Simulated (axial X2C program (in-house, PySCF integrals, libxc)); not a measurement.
Levels of AlBr⁻ by electron attachment to AlBr (EOM-EA-CCSD)

Calculated with an in-house all-electron X2C program for linear molecules (integrals from PySCF): two-component X2C with atomic mean-field Coulomb and Gaunt terms, Gaussian nuclei, basis Br dyall-acv3z, Al dyall-av3z with contracted cores.

R = 2.669 Å (1.150 times 2.321 Å, the PBE0 minimum at charge 0 for the lowest determinant).

Levels of AlBr⁻ obtained by attaching an electron to AlBr:

```tsv
Ω	binding energy (eV)	above lowest (cm⁻¹)	attached spinor	one-particle weight
1/2	0.539	0	85% Al pπ	0.95
3/2	0.521	145	85% Al pπ	0.95
1/2	-0.274	6559	65% Al pσ, 26% Al sσ	0.98
1/2	-0.715	10120	66% Al sσ, 18% Al pσ, 9% Al dσ	0.98
1/2	-0.782	10654	98% Al pπ	0.99
3/2	-0.782	10656	98% Al pπ	0.99
1/2	-1.408	15704	71% Al pσ, 11% Al dσ	0.97
```

**Question.** Take the first Ω = 1/2 and Ω = 3/2 rows of π character: how far apart are they, and which lies lower?

**Answer.** E(3/2) − E(1/2) = 145 − 0 = 145 cm⁻¹ at EOM-EA-CCSD: regular, Ω = 1/2 lower. Splittings at this level can be off by ten to twenty per cent.

Negative binding energies belong to unbound states, resonances or levels that the basis set holds; within some tenths of an eV of zero the sign is not settled.

This point took 8.8 s on 1 thread of Arm Neoverse V2, with other jobs on the host.

Reference electrons by ω block (each with its −ω partner): 1/2: 17, 3/2: 6, 5/2: 1. 10 electrons of AlBr correlated (inner shells frozen), 92 natural virtual spinors (a truncated set); levels can be off by some tenths of an eV. Roots sought by Ω: (1/2: 5, 3/2: 4, 5/2: 2, 7/2: 1); rows need 60 % one-particle weight and stop where some Ω has no more roots. Missing are any skipped roots, higher Ω and states of a further excitation; these come out far too high here and may in truth be low or lowest. T1 of the reference 0.014 (Lee–Taylor). Number of frozen shells: Br 3 s, 2 p, 1 d; Al 2 s, 1 p.
